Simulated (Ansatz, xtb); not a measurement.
# C5H5ClO2: 3 structures ranked

3 gas-phase structures of C5H5ClO2, from a drawn sample of its isomers (lower ones may exist). Each was relaxed with GFN2-xTB; where two conformers were screened, the lower at r2SCAN-D4/def2-SVP is listed:

A. `COC1=C(Cl)C=C1O`, a singlet
B. `CO[C@@H]1C(=O)C=C1Cl`, a singlet
C. `COC1=C(Cl)CC1=O`, a singlet

Problem. Which do you expect lowest at r2SCAN-D4/def2-SVP, and how would the others follow?

Solution. Calculated order at r2SCAN-D4/def2-SVP: C (0.0), B (8.8), A (56.4) kcal/mol.

Energies above the lowest of each column, in kcal/mol; the last columns are at PBE0-D3(BJ)/def2-SVP geometries:

```
structure  GFN2-xTB  HF/STO-3G  r2SCAN-D4/def2-SVP  PBE0-D3(BJ)/def2-SVP  CCSD(T)/def2-SVP + ΔMP2/def2-TZVPP
        C       0.0        0.0                 0.0                   0.0                                 0.0
        B      10.4        7.9                 8.8                   8.1                                 6.0
        A      39.2       60.8                56.4                  54.7                                51.5
```

Every level run on C puts it lowest or level with the lowest. Flexible structures stand in one conformer each, not always the lowest. ΔMP2 is the change of the MP2 energy from the smaller to the larger basis.

Programs: Ansatz 0.2.0, xtb 6.7.1.
